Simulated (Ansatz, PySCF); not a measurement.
RuO3, SMILES [O]=[Ru](=[O])=[O] (connectivity only; charge and spin as stated), neutral, multiplicity 3. Atoms are numbered in the order given.

```xyz
4

Ru     0.1529     0.0000    -0.0173
O     -0.0544     1.5211     0.6726
O     -0.0544    -1.5211     0.6726
O     -0.0440     0.0000    -1.7255
```
Charge 0, spin multiplicity 3.

Geometry optimised at r2SCAN-D4/def2-TZVP. The multiplicity is an assumed one; other spin states were not compared. The def2 effective core potentials stand for the cores of Ru; spin–orbit coupling is left out.

Two levels are set side by side: PBE-D3(BJ)/def2-TZVP (Ansatz, a quantum-chemistry and plane-wave program) and r2SCAN-D4/def2-TZVP (Ansatz). Each level has its own optimised geometry; the coordinates shown are those of the second. Frequencies come from the Hessian of PySCF at each geometry. Differences are taken from unrounded values.

```csv
quantity,r2SCAN-D4,PBE-D3(BJ),PBE-D3(BJ) minus r2SCAN-D4
mean bond length (Å),1.695,1.708,0.013
bond Ru1–O2 (Å),1.683,1.696,0.013
bond Ru1–O3 (Å),1.683,1.696,0.013
bond Ru1–O4 (Å),1.720,1.732,0.012
highest harmonic wavenumber (cm⁻¹),961,924,-37
mean harmonic wavenumber (cm⁻¹),554,544,-9
zero-point energy (kcal/mol),4.75,4.67,-0.08
```
